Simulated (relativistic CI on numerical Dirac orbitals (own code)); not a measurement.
Computed by Dirac-Coulomb-Breit CI, KLI orbitals optimised for each configuration, a model potential for QED, unscaled Slater integrals (own radial code, finite nucleus).

The strongest absorption lines from the ground level of an ion, among the configurations computed and to levels below about 423 eV (vacuum wavelength in Å, gf): 62.368 (0.17), 62.451 (0.084), 65.130 (0.39), 65.674 (0.74), 66.316 (1.1), 68.719 (0.5), 86.416 (0.23), 88.857 (0.21).

Question: Which ion is it?
A. I XXXIX
B. Ag XXXIII
C. Sn XXXVI
D. Ag XXXI

Answer: B. Ag XXXIII has 15 electrons and the ground level 3s2 3p3 2P°_3/2; the strongest line goes to 3s2 3p2 3d 4P_3/2. The pattern of lines fixes the number of electrons, and along that sequence the line energies rise steadily with the charge (about as its square where n changes within one kind of shell, about linearly where n is kept but much faster in heavy ions where fine structure, which grows about as Z⁴, sets the gap, and irregularly where shells cross), which fixes Z. Configurations outside the model, such as inner-shell arrays, can give stronger lines. At this charge energies of transitions that change n are usually good to better than 1 %, and those within a shell (Δn = 0) to a few per cent.

LS names give the leading component of a level, which can be under half, so a name can repeat, a term be missing and a line seem to break the LS rules.
